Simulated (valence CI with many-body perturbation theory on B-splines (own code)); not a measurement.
# Basis-set convergence for La36+

Calculated by configuration interaction combined with many-body perturbation theory (CI+MBPT): three valence electrons over a frozen Dirac-Fock core [Ar], radial functions for each j: 7 s, 7 p, 8 d, 6 f, 4 g, 1 h, with the one-electron correlation potential Σ1 (screened to all orders), the two-electron term Σ2, the three-electron term Σ3, Breit, model QED; selected single and double excitations, second order for the rest, scaled by the run's own slope (own B-spline code, finite nucleus).

The last digits are not significant, and no measured levels were compared; by estimate large intervals hold to a few tenths of a per cent, small ones and those within an open d or f shell to about a per cent. Only levels of the ground parity were solved; by the run's estimate the other parity begins above the list, which can be wrong where configurations are misplaced.

The reference run has the lowest level (3d3/2^3) J=3/2 and an ionisation energy of 2473.85 eV. Its largest variational space holds 4842 state functions.

Levels are named by their leading jj configuration (3d3/2^4 stands for four electrons in 3d with j = 3/2), which in mixed levels can hold well under half, so a name can repeat and another be missing. Letters in brackets count levels of one name in rising energy.

Changed runs:
A. basis 6 s, 6 p, 5 d, 5 f, 1 g
B. basis 5 s, 5 p, 4 d, 4 f

Excitation energies of the reference run in cm⁻¹, and shifts in cm⁻¹:

| Level | Reference | A | B |
| --- | --- | --- | --- |
| (3d3/2^2 3d5/2) J=5/2 [a] | 123929 | -186 | -302 |
| (3d3/2^2 3d5/2) J=3/2 | 168140 | +49 | +181 |
| (3d3/2^2 3d5/2) J=7/2 | 174005 | -17 | +35 |
| (3d3/2^2 3d5/2) J=9/2 | 185383 | +120 | +328 |
| (3d3/2^2 3d5/2) J=1/2 | 194300 | +103 | +298 |
| (3d3/2^2 3d5/2) J=5/2 [b] | 293710 | +148 | +345 |
| (3d3/2 3d5/2^2) J=7/2 [a] | 305944 | -7.6 | +60 |
| (3d3/2 3d5/2^2) J=9/2 | 324175 | -24 | +87 |
| (3d3/2 3d5/2^2) J=3/2 [a] | 354374 | +82 | +183 |
| (3d3/2 3d5/2^2) J=1/2 | 369559 | +216 | +521 |
| (3d3/2 3d5/2^2) J=11/2 | 382869 | +241 | +661 |
| (3d3/2 3d5/2^2) J=5/2 [a] | 400676 | +301 | +629 |
| Ionisation energy (eV) | 2473.85 | -0.06 | -0.09 |
